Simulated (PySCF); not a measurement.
Bonding in `COC(=O)[C@@]([SiH3])(C#N)C=O`

Compound: C₅H₇NO₃Si.
Numbering: `[CH3:1][O:2][C:3](=[O:4])[C@@:5]([SiH3:6])([C:7]#[N:8])[CH:9]=[O:10]` (hydrogens: H11, H12, H13 on C1; H14, H15, H16 on Si6; H17 on C9)

Cartesian coordinates in Å at the GFN2-xTB level; atoms count from 1:
```
atom  x, y, z in Å
C1     2.808    0.072   -0.173
O2     1.441    0.077   -0.567
C3     0.567   -0.400    0.317
O4     0.852   -0.797    1.417
C5    -0.841   -0.326   -0.202
Si6   -1.548    1.388    0.437
C7    -0.908   -0.291   -1.631
N8    -0.964   -0.270   -2.773
C9    -1.728   -1.363    0.409
O10   -2.822   -1.655    0.018
H11    3.349    0.584   -0.964
H12    2.930    0.587    0.781
H13    3.167   -0.954   -0.070
H14   -0.684    2.400   -0.164
H15   -2.922    1.435   -0.040
H16   -1.430    1.349    1.891
H17   -1.274   -1.825    1.305
```

Bond orders from the PBE0/pcSseg-1 density (PySCF). One conformer (not necessarily the lowest) at the GFN2-xTB geometry, without solvent, vibrations or thermal averaging.

Question: How far do the computed orders between heavy atoms stray from the drawn ones?

Answer: The largest departure is 0.281, at C5–Si6 (drawn single, 0.719). Drawn single, order above 1.12: O2–C3 (1.122). Drawn single, order below 0.88: C1–O2 (0.859), C3–C5 (0.875) and C5–Si6 (0.719).

Question: Give the Mayer order of every bond, beside its length.

Answer: 
```json
{"bond": "C1–O2", "drawn as": "single", "length (Å)": "1.423", "Mayer order": "0.859"}
{"bond": "O2–C3", "drawn as": "single", "length (Å)": "1.331", "Mayer order": "1.122"}
{"bond": "C3–O4", "drawn as": "double", "length (Å)": "1.204", "Mayer order": "1.925"}
{"bond": "C3–C5", "drawn as": "single", "length (Å)": "1.502", "Mayer order": "0.875"}
{"bond": "C5–Si6", "drawn as": "single", "length (Å)": "1.961", "Mayer order": "0.719"}
{"bond": "C5–C7", "drawn as": "single", "length (Å)": "1.431", "Mayer order": "0.969"}
{"bond": "C7–N8", "drawn as": "triple", "length (Å)": "1.143", "Mayer order": "3.045"}
{"bond": "C5–C9", "drawn as": "single", "length (Å)": "1.496", "Mayer order": "0.920"}
{"bond": "C9–O10", "drawn as": "double", "length (Å)": "1.198", "Mayer order": "2.047"}
{"bond": "C1–H11", "drawn as": "single", "length (Å)": "1.087", "Mayer order": "0.966"}
{"bond": "C1–H12", "drawn as": "single", "length (Å)": "1.092", "Mayer order": "0.962"}
{"bond": "C1–H13", "drawn as": "single", "length (Å)": "1.091", "Mayer order": "0.964"}
{"bond": "Si6–H14", "drawn as": "single", "length (Å)": "1.460", "Mayer order": "0.940"}
{"bond": "Si6–H15", "drawn as": "single", "length (Å)": "1.456", "Mayer order": "0.944"}
{"bond": "Si6–H16", "drawn as": "single", "length (Å)": "1.460", "Mayer order": "0.936"}
{"bond": "C9–H17", "drawn as": "single", "length (Å)": "1.105", "Mayer order": "0.949"}
```

By pair of heavy elements: C–O: lowest C1–O2 (0.859, 1.423 Å), highest C9–O10 (2.047, 1.198 Å). C–C: lowest C3–C5 (0.875, 1.502 Å), highest C5–C7 (0.969, 1.431 Å).

Question: Sum the orders of all bonds at each heavy atom with more than one neighbour and set the sums beside the valence in the SMILES.

Answer: C1 3.751 (drawn 4), O2 1.981 (drawn 2), C3 3.922 (drawn 4), C5 3.483 (drawn 4), Si6 3.539 (drawn 4), C7 4.014 (drawn 4), C9 3.916 (drawn 4). Orders between atoms that aren't bonded are not in these sums.

For a closed shell the Mayer order of atoms A and B is Σ (PS)μν (PS)νμ over the basis functions μ on A and ν on B, with P the density and S the overlap matrix.

The run behind these numbers computed NMR shieldings as well. On one thread of an Arm Neoverse V1 (shared host), this took 63 s and 1.0 GiB of memory at its peak.
